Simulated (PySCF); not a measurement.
**Electronic structure of Bi²⁺ (bismuth, charge +2) at the UHF level**

Configuration: [Xe] 4f14 5d10 6s2 6d1, 2D determinant (an excited configuration). Calculation: PySCF 2.14, in aug-cc-pVTZ-PP with one added diffuse shell each of d, f type with ECP60MDF (6s5p5d3f, 67 functions); scalar relativity through the core potential.

- Total energy: -212.326306 hartree
- One-electron energy: -355.7354 hartree
- Hartree (Coulomb) energy: 158.9184 hartree
- Exchange energy: -15.5093 hartree
- ⟨S²⟩: 0.7503
- ⟨L²⟩: 6.001
- Sum of ⟨r⟩: 28.28 bohr
- Sum of ⟨r²⟩: 54.83 bohr²
- Traceless quadrupole moment −½Σ⟨3z² − r²⟩ along its main axis: 5.72 e·bohr²

```csv
shell,electrons,mean orbital energy (eV),spread (eV),"rms radius, mean of both spins (bohr)"
5s α,1,-202.77,0,0.899
5s β,1,-202.70,0,0.899
5p α,3,-136.84,0.050,1.02
5p β,3,-136.76,0.158,1.02
5d α,5,-56.524,0.183,1.30
5d β,5,-56.454,0.219,1.30
6s α,1,-36.140,0,2.20
6s β,1,-35.944,0,2.20
6d α,1,-12.088,0,4.50
```

Energies and moments cover only the electrons outside the core potential. Spin-orbit coupling, absent here, splits the open shell strongly. The outer electron is Rydberg-like, and this basis confines it to a smaller radius and binds it less than a complete one would.
